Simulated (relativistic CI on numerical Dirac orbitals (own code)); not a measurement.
**Spin-allowed bands of a d8 ion in an octahedral site, by hand**

Problem. Take Δ = 7250 cm⁻¹ and B = 890 cm⁻¹ for a d8 ion in an octahedral site. Calculate the three spin-allowed bands.

Working.
1. The terms of highest spin are 3F (energy 0) and 3P (15B = 13350 cm⁻¹). Here the F term splits into A2 at −1.2Δ = -8700, T2 at −0.2Δ = -1450 and T1 at +0.6Δ = 4350 cm⁻¹.
2. The two T1 states mix through the element 0.4Δ: H = [[4350, 2900], [2900, 13350]], with roots ½(H₁₁ + H₂₂) ∓ ½√[(H₂₂ − H₁₁)² + 4H₁₂²] = ½(17700) ∓ ½(10707) = 3496 and 14204 cm⁻¹.
3. The ground term is 3A2 at -8700 cm⁻¹.
4. Bands: 3T2 7250 cm⁻¹ (1379 nm), 3T1(F) 12196 cm⁻¹ (820 nm), 3T1(P) 22904 cm⁻¹ (437 nm).

Check. Exact diagonalisation of the whole d8 shell with these parameters gives 3T2 7250, 3T1 12196, 3T1 22904 cm⁻¹. The match is exact, since without spin-orbit coupling no other term has this spin. The ratio of the second band to the first, 1.682, depends on Δ/B = 8.1 alone, which is how a Tanabe-Sugano diagram is read.
